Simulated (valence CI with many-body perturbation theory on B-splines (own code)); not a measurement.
## Forbidden lines of Rh21+

Level of theory: relativistic CI+MBPT: six valence electrons over a frozen Dirac-Fock core [Ar], a basis of 7 s, 7 p, 8 d, 6 f, 4 g, 1 h functions for each j, with the one-electron correlation potential Σ1 (screened to all orders), the two-electron term Σ2, the three-electron term Σ3, Breit, model QED; selected single and double excitations, second order for the rest, scaled by the run's own slope (own B-spline code, finite nucleus).

No measured spectrum was set against this ion. As an estimate, terms of the open shell hold to 2 to 4 % of their energy, and close levels can change places. Core correlation moves these levels by up to 10000 cm⁻¹, and in measured spectra 5 to 20 % of such shifts remained as error; rates that hang on mixing are uncertain with them. Among the levels kept, up to 890 cm⁻¹ of a level comes from second order outside the variational space, and about a tenth of that is noise between levels of different J, which matters for small intervals. Only levels of the ground parity were solved; by the run's estimate the other parity begins above the list, which can be wrong where configurations are misplaced.

Lines 51 to 100 of 120 in falling wavelength, among levels below 430110 cm⁻¹, chosen from the decays that carry over 1 % of a level's rate. Wavelengths and rates use the calculated energies, so an error of 2000 cm⁻¹ moves a line at 163.0 nm by 3.3 % and its rate by three times that or more. Electric multipoles are in the length gauge, E1 and E2 with the static RPA response of the core. S is in atomic units (e²a₀⁴ for E2 and M2, e²a₀⁶ for E3), for M1 in squared Bohr magnetons. Weak lines are less certain than strong ones. Lines between different terms over intervals too small for the method are left out, as are lines whose strength nearly cancels. Where a level lies close to another of its J and parity, the split of strength between their lines is uncertain.

Names give the largest LS component (configuration and term), which can be under half, so a name can repeat, a term be missing and a line seem to break the LS rules; names also repeat where a configuration has a term twice. Letters in brackets count levels of one name in rising energy.

| λ vac (nm) | Upper | Lower | Type | A (s⁻¹) | S (a.u.) |
| --- | --- | --- | --- | --- | --- |
| 163.0 | 3d⁶ ¹F_3 | 3d⁶ ³H_4 [b] | M1 | 1.39e+01 | 1.57e-02 |
| 162.2 | 3d⁶ ³P_2 [a] | 3d⁶ ⁵D_2 | M1 | 7.19e+01 | 5.68e-02 |
| 161.6 | 3d⁶ ³P_2 [a] | 3d⁶ ⁵D_3 | M1 | 3.86e+03 | 3.02e+00 |
| 159.9 | 3d⁶ ¹I_6 | 3d⁶ ³H_5 | M1 | 4.08e+02 | 8.02e-01 |
| 157.3 | 3d⁶ ¹I_6 | 3d⁶ ³H_6 | M1 | 9.46e+02 | 1.77e+00 |
| 150.2 | 3d⁶ ³F_2 [a] | 3d⁶ ⁵D_1 | M1 | 7.26e+01 | 4.56e-02 |
| 144.0 | 3d⁶ ³P_1 [a] | 3d⁶ ³P_2 [a] | M1 | 2.50e+03 | 8.29e-01 |
| 142.2 | 3d⁶ ³F_2 [b] | 3d⁶ ³P_1 [a] | M1 | 1.70e+02 | 9.07e-02 |
| 140.5 | 3d⁶ ³H_4 [a] | 3d⁶ ⁵D_4 | M1 | 1.76e+03 | 1.62e+00 |
| 137.5 | 3d⁶ ¹G_4 [a] | 3d⁶ ³F_3 [a] | M1 | 5.15e+02 | 4.47e-01 |
| 137.5 | 3d⁶ ¹F_3 | 3d⁶ ³F_2 [a] | M1 | 1.08e+02 | 7.31e-02 |
| 133.2 | 3d⁶ ³D_3 | 3d⁶ ³H_4 [a] | M1 | 7.08e+02 | 4.34e-01 |
| 131.7 | 3d⁶ ¹F_3 | 3d⁶ ³F_3 [a] | M1 | 2.57e+01 | 1.52e-02 |
| 130.9 | 3d⁶ ³F_3 [a] | 3d⁶ ⁵D_2 | M1 | 2.12e+02 | 1.23e-01 |
| 130.5 | 3d⁶ ³F_3 [a] | 3d⁶ ⁵D_3 | M1 | 8.49e+02 | 4.90e-01 |
| 130.3 | 3d⁶ ³F_4 | 3d⁶ ³D_3 | M1 | 5.59e+02 | 4.12e-01 |
| 129.1 | 3d⁶ ¹D_2 [a] | 3d⁶ ³F_2 [a] | M1 | 1.34e+03 | 5.32e-01 |
| 129.1 | 3d⁶ ³P_1 [b] | 3d⁶ ³D_1 | M1 | 3.78e+02 | 9.03e-02 |
| 125.6 | 3d⁶ ³F_2 [a] | 3d⁶ ⁵D_2 | M1 | 8.89e+02 | 3.27e-01 |
| 125.3 | 3d⁶ ³F_2 [a] | 3d⁶ ⁵D_3 | M1 | 4.00e+02 | 1.46e-01 |
| 123.9 | 3d⁶ ¹D_2 [a] | 3d⁶ ³F_3 [a] | M1 | 1.10e+03 | 3.89e-01 |
| 118.1 | 3d⁶ ¹S_0 [a] | 3d⁶ ⁵D_1 | M1 | 5.48e+03 | 3.35e-01 |
| 116.6 | 3d⁶ ³H_6 | 3d⁶ ⁵D_4 | E2 | 8.11e-05 | 2.03e-06 |
| 115.2 | 3d⁶ ³H_5 | 3d⁶ ⁵D_4 | M1 | 1.12e+02 | 6.97e-02 |
| 114.9 | 3d⁶ ³P_1 [b] | 3d⁶ ¹S_0 [a] | M1 | 6.00e+02 | 1.01e-01 |
| 114.1 | 3d⁶ ¹G_4 [a] | 3d⁶ ³H_5 | M1 | 1.07e+03 | 5.32e-01 |
| 111.8 | 3d⁶ ³F_2 [b] | 3d⁶ ³D_2 | M1 | 1.42e+03 | 3.67e-01 |
| 110.3 | 3d⁶ ¹F_3 | 3d⁶ ³P_2 [a] | M1 | 4.56e+01 | 1.59e-02 |
| 110.0 | 3d⁶ ³F_4 | 3d⁶ ³G_4 | M1 | 1.18e+02 | 5.25e-02 |
| 109.6 | 3d⁶ ³H_4 [b] | 3d⁶ ⁵D_3 | M1 | 1.51e+02 | 6.62e-02 |
| 108.2 | 3d⁶ ³D_1 | 3d⁶ ⁵D_0 | M1 | 1.40e+03 | 1.97e-01 |
| 107.3 | 3d⁶ ³F_4 | 3d⁶ ³G_5 | M1 | 1.43e+03 | 5.90e-01 |
| 106.2 | 3d⁶ ³F_2 [b] | 3d⁶ ³D_1 | M1 | 6.04e+02 | 1.34e-01 |
| 106.2 | 3d⁶ ³D_1 | 3d⁶ ⁵D_1 | M1 | 5.38e+02 | 7.15e-02 |
| 104.8 | 3d⁶ ¹D_2 [a] | 3d⁶ ³P_2 [a] | M1 | 3.36e+02 | 7.16e-02 |
| 98.31 | 3d⁶ ³F_3 [a] | 3d⁶ ⁵D_4 | M1 | 7.29e+02 | 1.80e-01 |
| 96.85 | 3d⁶ ¹G_4 [a] | 3d⁶ ³H_4 [a] | M1 | 1.33e+02 | 4.03e-02 |
| 93.92 | 3d⁶ ¹F_3 | 3d⁶ ³H_4 [a] | M1 | 4.79e+02 | 1.03e-01 |
| 93.71 | 3d⁶ ³F_4 | 3d⁶ ³H_4 [b] | M1 | 1.15e+03 | 3.15e-01 |
| 93.45 | 3d⁶ ³G_4 | 3d⁶ ⁵D_3 | M1 | 8.42e+01 | 2.29e-02 |
| 93.24 | 3d⁶ ³D_1 | 3d⁶ ⁵D_2 | M1 | 6.19e+01 | 5.58e-03 |
| 89.29 | 3d⁶ ³D_2 | 3d⁶ ⁵D_2 | M1 | 8.42e+02 | 1.11e-01 |
| 85.96 | 3d⁶ ³H_4 [b] | 3d⁶ ⁵D_4 | M1 | 1.09e+03 | 2.30e-01 |
| 84.71 | 3d⁶ ³P_1 [a] | 3d⁶ ⁵D_1 | M1 | 7.68e+02 | 5.19e-02 |
| 84.69 | 3d⁶ ³G_3 | 3d⁶ ⁵D_2 | M1 | 6.64e+01 | 1.05e-02 |
| 84.53 | 3d⁶ ³G_3 | 3d⁶ ⁵D_3 | M1 | 9.07e+02 | 1.42e-01 |
| 82.53 | 3d⁶ ³D_3 | 3d⁶ ⁵D_3 | M1 | 4.53e+02 | 6.61e-02 |
| 82.43 | 3d⁶ ³F_4 | 3d⁶ ³F_3 [a] | M1 | 1.18e+02 | 2.21e-02 |
| 81.25 | 3d⁶ ³P_1 [b] | 3d⁶ ³P_2 [a] | M1 | 3.17e+03 | 1.89e-01 |
| 79.97 | 3d⁶ ³F_2 [b] | 3d⁶ ³F_3 [a] | M1 | 7.15e+02 | 6.78e-02 |
